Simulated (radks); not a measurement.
Q: The boron ion B3+, [He]. All-electron calculation, non-relativistic Kohn-Sham, r2SCAN, spin-polarised, spherical densities, point nucleus; meta-GGA in the generalised Kohn-Sham scheme. Program: a radial shooting solver on a logarithmic mesh with Libxc functionals. Every spin shell is full or empty, so the densities are truly spherical. Functionals are evaluated on that one density, not self-consistently. Rank these exchange functionals by their error against the exact value of the orbitals, and give that value: LDA, PBEsol, revPBE, RPBE, PW86, OPTX, AM05, SOGGA, EV93, TPSS, SCAN, Tao-Mo, TASK, MVS.

A: Exact: -2.89799 hartree. From best to worst, with 100 (|E| - |E exact|)/|E exact| (equal figures are ties): PW86 +0.04, RPBE -0.06, TPSS +0.16, TASK +0.17, SCAN +0.17, MVS +0.19, Tao-Mo +0.23, revPBE -0.29, OPTX -0.37, EV93 +4.13, PBEsol -6.08, SOGGA -6.30, AM05 -10.86, LDA -14.08.
